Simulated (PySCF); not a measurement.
C9H14O.
InChI=1S/C9H14O/c1-8-2-4-9(6-8,7-10)5-3-8/h2,4,10H,3,5-7H2,1H3/t8-,9-/m1/s1

The closed-shell ground state was solved at several levels (PySCF, density fitting, gas phase, non-relativistic). One conformer (not necessarily the lowest) at the PBE0-D3(BJ)/def2-SVP geometry, without solvent, vibrations or thermal averaging.

```json
{"level": "HF/pcSseg-1", "basis functions": "240", "HOMO (eV)": "-9.35", "LUMO (eV)": "4.11", "gap (eV)": "13.46", "dipole (D)": "1.74"}
{"level": "PBE0/pcSseg-1", "basis functions": "240", "HOMO (eV)": "-6.99", "LUMO (eV)": "0.25", "gap (eV)": "7.24", "dipole (D)": "1.54"}
```

(1) Estimate the row for CAM-B3LYP/def2-SVPD, a basis of 315 functions; the other rows only guide the guess.

(2) Over all these levels, which gives the widest orbital gap and which the narrowest?

(3) How far do the dipole and the HOMO energy spread over the levels?

## Answers

(1) HOMO -8.34 eV, LUMO 1.19 eV, gap 9.53 eV, dipole 1.67 D.

(2) HF/pcSseg-1 (Hartree–Fock, all exact exchange) has the widest, 13.46 eV, and PBE0/pcSseg-1 (global hybrid, 25 % exact exchange) the narrowest, 7.24 eV. The two share the basis. From the narrowest to the widest the HOMO moves by -2.36 eV and the LUMO by +3.86 eV. The HOMO need not be the same orbital at Hartree–Fock and at DFT levels.

(3) The dipole runs from 1.54 to 1.74 D (mean 1.65 D) and the HOMO from -9.35 to -6.99 eV.
